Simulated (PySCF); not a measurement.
Electronic absorption of p-xylene

Species: p-xylene, C8H10.
Numbering: `[CH3:1][c:2]1[cH:3][cH:4][c:5]([CH3:6])[cH:7][cH:8]1` (hydrogens: H9, H10, H11 on C1; H12 on C3; H13 on C4; H14, H15, H16 on C6; H17 on C7; H18 on C8)

Method: TDDFT B3LYP/def2-SVPD, vertical, gas phase, core orbitals frozen in the response (PySCF 2.14.0, density-fitted response routines). Isolated species at its PBE0-D3(BJ)/def2-SVP geometry, gas phase.

Task: What does the calculation give for the low-lying excited states?

Result: 

```csv
state,λ (nm),E (eV),f,"main configurations (H = HOMO, L = LUMO)"
S1,241.0,5.15,0.0064,"H→L (66%), H-1→L+1 (29%)"
S2,214.1,5.79,0.071,"H→L+1 (65%), H-1→L (29%)"
S3,200.3,6.19,0.0000,H→L+2 (99%)
S4,190.2,6.52,0.0003,H→L+3 (99%)
S5,186.0,6.66,0.0000,H-1→L+2 (98%)
S6,185.7,6.68,0.363,"H-1→L+1 (60%), H→L (25%)"
S7,184.0,6.74,0.784,"H-1→L (62%), H→L+1 (26%)"
S8,179.8,6.90,0.016,H→L+4 (94%)
S9,175.9,7.05,0.0001,H-1→L+3 (96%)
S10,171.9,7.21,0.0000,H→L+5 (98%)
```

Triplets (Tamm–Dancoff): T1 4.01 eV, H→L+1 (61%), H-1→L (28%); T2 4.42 eV, H→L (86%); T3 4.61 eV, H-1→L (67%), H→L+1 (29%); T4 5.12 eV, H-1→L+1 (90%).

The lowest singlet lies at 5.15 eV (241 nm, ultraviolet) and is weak; its leading configuration is HOMO→LUMO (66%). The most intense listed level is S7 at 6.74 eV (184 nm, f = 0.784), 1.59 eV above S1. Löwdin shares by element: HOMO carbon 62% or more (atoms not listed hold the other 38%); LUMO carbon 69% or more (atoms not listed hold the other 31%). Weighted by f, the mean energy of these states is 6.66 eV. The listed states span 2.07 eV, and the widest gap between neighbours is 0.65 eV (S1 to S2). Orbital energies (eV): HOMO-3 -9.38, HOMO-2 -9.15, HOMO-1 -6.94, HOMO -6.45, LUMO -0.39, LUMO+1 -0.24, LUMO+2 0.57. The vertical ionisation energy (ΔSCF) is 8.42 eV, 1.20 eV above S10. The window holds the lowest 10 singlets.
